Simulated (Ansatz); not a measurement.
**Question.** Name a neutral molecule of I, In and H with size of the dipole moment (B3LYP/def2-TZVPP) between 2.20 and 2.50 D and size of the dipole moment (ωB97M-V/def2-TZVPP) between 2.40 and 2.70 D (Ansatz, PBE0-D4/def2-TZVP geometry).

**Answer.** `[InH2][I]` (2.23 D, 2.41 D). Other molecules can fit too; these were computed, each in one conformer that needn't be the lowest.

B3LYP here is the variant with VWN-RPA as its local correlation; programs differ in this.
